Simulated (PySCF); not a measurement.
CrO$_{3}$, singlet, at a GFN2-xTB geometry (such geometries of metal compounds can be far from the true shape); BHANDHLYP/6-31G** (PySCF).

PySCF was given this input:
```python
from pyscf import gto, scf, dft

mol = gto.Mole()
mol.atom = '''
    Cr   -0.000000   -0.000000   -0.000000
    O    -1.070771   -1.118354   -0.130168
    O    -0.057295    1.242586   -0.931078
    O     1.128066   -0.124232    1.061247
'''
mol.basis = '6-31g**'
mol.charge = 0
mol.spin = 0
mol.verbose = 4
mol.build()

mf = dft.RKS(mol)
mf.xc = 'bhandhlyp'
mf.grids.atom_grid = (99, 590)
mf.grids.prune = None
mf.kernel()
```

The log (banner, timings and long lists left out):

```
PySCF version 2.14.0

[INPUT] verbose = 4
[INPUT] num. atoms = 4
[INPUT] num. electrons = 48
[INPUT] charge = 0
[INPUT] spin (= nelec alpha-beta = 2S) = 0
[INPUT] symmetry False subgroup None
[INPUT] Mole.unit = angstrom
[INPUT] Symbol           X                Y                Z      unit          X                Y                Z       unit  Magmom
[INPUT]  1 Cr     0.000000000000   0.000000000000   0.000000000000 AA    0.000000000000   0.000000000000   0.000000000000 Bohr   0.0
[INPUT]  2 O     -1.070771000000  -1.118354000000  -0.130168000000 AA   -2.023463932127  -2.113382770312  -0.245981870182 Bohr   0.0
[INPUT]  3 O     -0.057295000000   1.242586000000  -0.931078000000 AA   -0.108271858307   2.348147226219  -1.759482420608 Bohr   0.0
[INPUT]  4 O      1.128066000000  -0.124232000000   1.061247000000 AA    2.131735790434  -0.234764455907   2.005466180516 Bohr   0.0

nuclear repulsion = 233.924811961503
number of shells = 30
number of NR pGTOs = 178
number of NR cGTOs = 76
basis = 6-31g**
ecp = {}

******** <class 'pyscf.dft.rks.RKS'> ********
method = RKS
initial guess = minao
damping factor = 0
level_shift factor = 0
DIIS = <class 'pyscf.scf.diis.CDIIS'>
diis_start_cycle = 1
diis_space = 8
diis_damp = 0
SCF conv_tol = 1e-09
SCF conv_tol_grad = None
SCF max_cycles = 50
direct_scf = True
direct_scf_tol = 1e-13
XC library pyscf.dft.libxc version 7.1.2
    S. Lehtola, C. Steigemann, M. J. T. Oliveira, and M. A. L. Marques,  SoftwareX 7, 1–5 (2018)
XC functionals = bhandhlyp
    A. D. Becke,  J. Chem. Phys. 98, 1372 (1993)
    Defined through Gaussian implementation.
radial grids:
    Treutler-Ahlrichs [JCP 102, 346 (1995); DOI:10.1063/1.469408] (M4) radial grids

becke partition: Becke, JCP 88, 2547 (1988); DOI:10.1063/1.454033
pruning grids: None
grids dens level: 3
symmetrized grids: False
atomic radii adjust function: <function treutler_atomic_radii_adjust>
User specified grid scheme (99, 590)
small_rho_cutoff = 0
Set gradient conv threshold to 3.16228e-05
Initial guess from minao.
tot grids = 233640
init E= -1269.65892283413
  HOMO = -0.493180871709431  LUMO = -0.288474829344857  gap/eV = 5.57034
cycle= 1 E= -1269.10131511349  delta_E= 0.558  |g|= 1.89  |ddm|= 2.73
  HOMO = -0.320125514908398  LUMO = -0.281385692046915  gap/eV = 1.05416
cycle= 2 E= -1257.58839619291  delta_E= 11.5  |g|= 8.17  |ddm|= 4.05
  HOMO = -0.32719840436882  LUMO = -0.194924443296466  gap/eV = 3.59936
cycle= 3 E= -1269.66076250319  delta_E= -12.1  |g|= 0.796  |ddm|=  3.4
  HOMO = -0.416932018312216  LUMO = -0.187227346016708  gap/eV = 6.25058
cycle= 4 E= -1269.73753806511  delta_E= -0.0768  |g|= 0.369  |ddm|= 0.296
  HOMO = -0.408027565346929  LUMO = -0.168170171533328  gap/eV = 6.52685
cycle= 5 E= -1269.74812453332  delta_E= -0.0106  |g|= 0.256  |ddm|= 0.0582
  HOMO = -0.413090560416954  LUMO = -0.157108126799696  gap/eV = 6.96564
cycle= 6 E= -1269.75791365831  delta_E= -0.00979  |g|= 0.0175  |ddm|= 0.0935
  HOMO = -0.412953253686217  LUMO = -0.155352392526444  gap/eV = 7.00968
cycle= 7 E= -1269.75796861416  delta_E= -5.5e-05  |g|= 0.00487  |ddm|= 0.0106
  HOMO = -0.413087169518545  LUMO = -0.155346037949768  gap/eV = 7.01349
cycle= 8 E= -1269.75797685259  delta_E= -8.24e-06  |g|= 0.00154  |ddm|= 0.00459
  HOMO = -0.413127542986981  LUMO = -0.15521240259518  gap/eV = 7.01823
cycle= 9 E= -1269.75797893165  delta_E= -2.08e-06  |g|= 0.00176  |ddm|= 0.00357
  HOMO = -0.413163766833071  LUMO = -0.155016428144994  gap/eV = 7.02455
cycle= 10 E= -1269.75798062489  delta_E= -1.69e-06  |g|= 0.000188  |ddm|= 0.00376
  HOMO = -0.413145772709277  LUMO = -0.154978060312205  gap/eV = 7.02510
cycle= 11 E= -1269.75798069487  delta_E= -7e-08  |g|= 3.72e-05  |ddm|= 0.00097
  HOMO = -0.413139256543732  LUMO = -0.1549751557041  gap/eV = 7.02500
cycle= 12 E= -1269.75798069667  delta_E= -1.8e-09  |g|= 5.88e-06  |ddm|= 0.000146
  HOMO = -0.413139315311189  LUMO = -0.15497659973179  gap/eV = 7.02497
cycle= 13 E= -1269.75798069669  delta_E= -1.89e-11  |g|= 4.16e-06  |ddm|= 1.31e-05
  HOMO = -0.413139268693418  LUMO = -0.154976381756079  gap/eV = 7.02497
Extra cycle  E= -1269.75798069667  delta_E= 2.39e-11  |g|= 1.06e-05  |ddm|= 8.26e-06
converged SCF energy = -1269.75798069667
```
